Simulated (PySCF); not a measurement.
Series: H2E=E'H2. Gas-phase values, no solvent. One relaxed conformer stands for each flexible species; it need not be the lowest. Strings in code marks are SMILES.

The HOMO–LUMO gap from two functionals at the same geometries (CAM-B3LYP-D3(BJ)/def2-TZVP), both in PySCF: PBE-D3(BJ)/def2-TZVP and CAM-B3LYP-D3(BJ)/def2-TZVP. 

| species | CAM-B3LYP-D3(BJ)/def2-TZVP (eV) |
|---|---|
| `C=[SiH2]` | 7.72 |
| `[CH2]=[GeH2]` | 7.53 |
| `BN` | 11.42 |
| `[NH2][AlH2]` | 9.30 |
| `[GaH2][NH2]` | 9.00 |
| `[NH2+]=C` | 12.46 |
| `[CH2]=[SnH2]` | 6.66 |

Problem. What does PBE-D3(BJ)/def2-TZVP give for each?

Solution. 
- `C=[SiH2]`: 3.64
- `[CH2]=[GeH2]`: 3.52
- `BN`: 6.61
- `[NH2][AlH2]`: 4.86
- `[GaH2][NH2]`: 4.61
- `[NH2+]=C`: 7.13
- `[CH2]=[SnH2]`: 2.95
Over these rows, drawn at random from the members with no instability flagged (it was tested for open shells, ions and some series alone), PBE minus CAM-B3LYP-D3(BJ): mean -4.40 eV, from -5.34 eV to -3.72 eV.
